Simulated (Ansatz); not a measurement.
`C[O][SbH][CH3]`. The species carries charge 0 and has multiplicity 1. Sb takes the def2 core potential.

```xyz
11

C    -1.149   -0.227   -1.642
O    -0.705    0.709   -0.694
Sb   -0.674    0.153    1.202
C     1.446   -0.203    1.284
H    -0.433   -1.048   -1.787
H    -1.261    0.289   -2.599
H    -2.121   -0.669   -1.382
H    -0.510    1.776    1.726
H     1.667   -1.201    0.907
H     1.793   -0.126    2.316
H     1.947    0.546    0.670
```

(1) List the harmonic frequencies (cm⁻¹, unscaled) at PBE0-D4/def2-TZVP in Ansatz. (Estimate.)

(2) Is this a minimum?

(3) Give the ideal-gas thermochemistry at 298.15 K and 1 bar (rigid rotor, harmonic oscillator; point group C1, symmetry number 1).

Answers

(1) Computed: 26, 99, 121, 186, 231, 521, 551, 570, 666, 750, 846, 1117, 1176, 1193, 1224, 1443, 1452, 1473, 1489, 1497, 1949, 2981, 3032, 3061, 3090, 3157, 3173.

(2) Yes, all 27 modes are real.

(3) Zero-point energy 221.8 kJ/mol; H(298) − E = 243.2 kJ/mol; entropy 365.1 J/(mol·K), of which translation 172.8, rotation 110.8, vibration 81.5; G(298) − E = 134.3 kJ/mol. Modes under 100 cm⁻¹ are hindered rotations or soft bends, so the harmonic entropy is rough.
